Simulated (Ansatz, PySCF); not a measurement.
Molecule: H6Se, charge 0, multiplicity 1. 
Structure (B3LYP-D3(BJ)/def2-TZVP (Ansatz, a quantum-chemistry and plane-wave program) minimum search):
```xyz
7

Se     0.0000     0.0000     0.0000
H      1.5612     0.0042     0.0010
H     -1.5612    -0.0042    -0.0010
H     -0.0042     1.5612     0.0049
H      0.0042    -1.5612    -0.0049
H     -0.0010    -0.0049     1.5612
H      0.0010     0.0049    -1.5612
```
Charge 0, spin multiplicity 1.

Total electronic energies in hartree. Valence correlation only, unless marked. No spin-orbit coupling. The frozen core is the preceding noble-gas configuration, with the filled d and f shells of earlier blocks. No relativistic terms. CBS(X,Y): correlation extrapolated as X^-3; Hartree-Fock from the larger set.

```
level                                program  energy (Eh)
----------------------------  --------------  -----------
HF/cc-pVDZ                            Ansatz  -2403.01091
HF-D4/def2-TZVPD               PySCF + dftd4  -2403.06287
revPBE/def2-TZVPD                     Ansatz  -2404.72057
PBE0/def2-TZVP                        Ansatz  -2404.61743
BHLYP-D4/def2-TZVPD           Ansatz + dftd4  -2404.87815
TPSSh-D4/def2-TZVPD            PySCF + dftd4  -2404.86242
wB97X-V/def2-TZVPD                    Ansatz  -2404.67820
PBE-QIDH/def2-TZVPD                   Ansatz  -2404.24916
MP2/def2-SVPD                         Ansatz  -2402.96261
RI-MP2/CBS(cc-pVTZ,cc-pVQZ)           Ansatz   -2403.3846
CCSD/STO-3G                           Ansatz  -2376.66158
CCSD(T)/STO-3G                        Ansatz  -2376.66424
CCSD(T)/cc-pVDZ                       Ansatz  -2403.25705
CCSD(T)/def2-SVP                      Ansatz  -2402.99662
CCSD(T)/CBS(cc-pVTZ,cc-pVQZ)          Ansatz   -2403.4305
```

Totals of different functionals don't rank their quality; only differences between species are comparable.
